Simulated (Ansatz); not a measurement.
The same ligand exchange along the group C, Si, Ge, Sn.

Calculated with Ansatz (gas phase, PBE0-D4/def2-TZVP geometries, no zero-point term in ΔE). CBS: MP2 limit from def2 TZ/QZ plus the TZ coupled-cluster correction, frozen cores. This one scheme is used for every species. Functionals use def2-TZVPP. def2 core potentials past Kr. For Br, Ge, Sn outer-core shells are correlated without core-valence functions, which leaves a few kJ/mol of doubt a bond. Scalar relativity is left out up to krypton.

```csv
reaction,PBE-D4 (eV)
`BrCBr` + HCl → `ClCBr` + HBr,0.06
`Br[SiH2]Br` + HCl → `Cl[SiH2]Br` + HBr,-0.03
`[Br][GeH2][Br]` + HCl → `[Cl][GeH2][Br]` + HBr,0.09
`[Br][SnH2][Br]` + HCl → `[Cl][SnH2][Br]` + HBr,0.14
```

(1) Give the CCSD(T)/CBS values in the same order. (An estimate is asked.)

Largest T1 diagnostic: 0.010, for `[Cl][SnH2][Br]`.

Answers

(1) Ansatz gave: 0.08, -0.02, 0.09, 0.17 eV.
